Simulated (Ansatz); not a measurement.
Cost and result for the atomization energy of `[CH3][SnH2][C]#N` (9 atoms, 8 bonds).

```xyz
9

C     1.1240    0.2054   -0.8742
Sn   -0.2155   -0.6381    0.5460
C    -1.8156    0.7410    0.7338
N    -2.6715    1.5087    0.8154
H     1.9810   -0.4535   -1.0121
H     0.6106    0.3338   -1.8263
H     1.4684    1.1752   -0.5170
H     0.4472   -0.7797    2.1057
H    -0.9285   -2.0928    0.0287
```

Charge 0, multiplicity 1. Correlated methods include outer-core shells of Sn, which these sets cover unevenly. Sn takes the def2 core potential. Geometry: relaxed with PBE0-D4/def2-TZVP. Program: Ansatz. All runs use 2 threads of a server CPU on a shared host. Times are those of one run each, without the atoms' runs, and a repeat can differ threefold. Electronic energies, without spin–orbit coupling; frozen cores. CCSD(T)/CBS adds CCSD(T) − MP2 in def2-TZVPP to the MP2 limit, and its time is that of the two runs behind it. T1 = 0.013. With those shells the extrapolation isn't a true limit.

CCSD(T)/CBS is a level of theory with its own doubt, some kJ/mol a heavy atom from the limit and from the frozen cores, so smaller differences don't rank the functionals.

```json
{"level": "LDA (SPW92)/def2-TZVPP", "functions": "213", "wall time": "1.4 s", "atomization (kcal/mol)": "875.5", "difference from CCSD(T)/CBS": "103.7", "per bond": "13.0"}
{"level": "revPBE-D4/def2-TZVPP", "functions": "213", "wall time": "2.3 s", "atomization (kcal/mol)": "763.3", "difference from CCSD(T)/CBS": "-8.5", "per bond": "-1.1"}
{"level": "PBE0-D4/def2-TZVPP", "functions": "213", "wall time": "3.1 s", "atomization (kcal/mol)": "765.9", "difference from CCSD(T)/CBS": "-5.9", "per bond": "-0.7"}
{"level": "CAM-B3LYP-D4/def2-TZVPP", "functions": "213", "wall time": "4.3 s", "atomization (kcal/mol)": "770.6", "difference from CCSD(T)/CBS": "-1.2", "per bond": "-0.1"}
{"level": "r2SCANh-D4/def2-TZVPP", "functions": "213", "wall time": "4.9 s", "atomization (kcal/mol)": "757.9", "difference from CCSD(T)/CBS": "-13.9", "per bond": "-1.7"}
{"level": "CCSD(T)/def2-SVP", "functions": "93", "wall time": "6.5 s", "atomization (kcal/mol)": "723.9", "difference from CCSD(T)/CBS": "-47.9", "per bond": "-6.0"}
{"level": "B2PLYP/def2-TZVPP", "functions": "213", "wall time": "7 s", "atomization (kcal/mol)": "761.5", "difference from CCSD(T)/CBS": "-10.3", "per bond": "-1.3"}
{"level": "PBE-QIDH/def2-TZVPP", "functions": "213", "wall time": "7 s", "atomization (kcal/mol)": "760.4", "difference from CCSD(T)/CBS": "-11.4", "per bond": "-1.4"}
{"level": "ωB97X-V/def2-TZVPP", "functions": "213", "wall time": "8 s", "atomization (kcal/mol)": "772.5", "difference from CCSD(T)/CBS": "0.7", "per bond": "0.1"}
{"level": "ωB97M-V/def2-TZVPP (with forces)", "functions": "213", "wall time": "13 s", "atomization (kcal/mol)": "770.2", "difference from CCSD(T)/CBS": "-1.6", "per bond": "-0.2"}
{"level": "MP2/def2-QZVPP", "functions": "403", "wall time": "22 s", "atomization (kcal/mol)": "771.5", "difference from CCSD(T)/CBS": "-0.3", "per bond": "0.0"}
{"level": "CCSD(T)/def2-TZVPP", "functions": "213", "wall time": "2.3 min", "atomization (kcal/mol)": "751.8", "difference from CCSD(T)/CBS": "-20.0", "per bond": "-2.5"}
{"level": "CCSD(T)/CBS(def2)", "functions": "–", "wall time": "2.6 min", "atomization (kcal/mol)": "771.8", "difference from CCSD(T)/CBS": "0.0", "per bond": "0.0"}
```

The D4 term adds +6.3 kcal/mol with B3LYP and +3.3 kcal/mol with PBE0; it sums over pairs of atoms, weighted by their polarisabilities, and B3LYP, whose exchange is more repulsive, gets the larger term. From PBE to PBE0 (25 % exact exchange), in def2-TZVPP and without D4, the atomization energy moves by −16.9 kcal/mol: exact exchange takes away binding that semilocal exchange gives to molecules. Leaving LDA and LC-ωPBE aside and taking each functional with its dispersion term where it has one, the values, not all of them listed here, spread over 41.4 kcal/mol, from BHLYP-D4 to PBE-D4. LDA lies +96.0 kcal/mol from PBE without D4, its usual overbinding.

B3LYP here is the variant with VWN-RPA as its local correlation; programs differ in this.

Spin–orbit coupling would lower the free Sn atoms strongly, and the atomization energy with them, by more than many differences here. For some Ge, Se and Sn compounds the MP2-based and the directly extrapolated limit differ by 10 to 25 kJ/mol.
